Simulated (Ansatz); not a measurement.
System: N-[chloro(methylamino)boranyl]methanamine, C2H8BClN2, charge 0, multiplicity 1. 
Structure (B3LYP-D3(BJ)/def2-TZVP (Ansatz, a quantum-chemistry and plane-wave program) minimum search):
```
B
N 1 1.4064
H 2 1.0074 1 117.53
N 1 1.4088 2 123.07 3 1.47
H 4 1.0041 1 118.71 2 -176.57
C 4 1.4501 5 115.85 1 -175.96
H 6 1.0893 4 110.17 5 -15.05
H 6 1.0941 7 107.14 4 120.93
H 6 1.0961 7 107.74 8 116.01
C 2 1.4507 3 113.88 1 179.92
H 10 1.0870 2 109.40 3 179.40
H 10 1.0938 11 108.05 2 121.52
H 10 1.0939 11 108.06 12 116.87
Cl 1 1.8027 2 119.94 3 -178.69
```

Computed values are from Ansatz. Valence correlation only, unless marked. UHF or UKS for open shells. No spin-orbit coupling. Non-relativistic. Basis-set limits of correlation are two-point, X^-3; Hartree-Fock from the larger set.

### Question
What is the atomisation energy De at CCSD(T)/CBS(cc-pV(T+d)Z,cc-pV(Q+d)Z)?

### Answer
5395.5 kJ/mol.

### Question
What is the dipole moment at CCSD(T)/aug-cc-pV(D+d)Z?

### Answer
2.80 D.

### Question
What is the T1 diagnostic at CCSD/cc-pV(Q+d)Z?

### Answer
0.010.

### Question
What is the total energy at CCSD(T)/CBS(cc-pV(T+d)Z,cc-pV(Q+d)Z)?

### Answer
-675.0029 Eh.
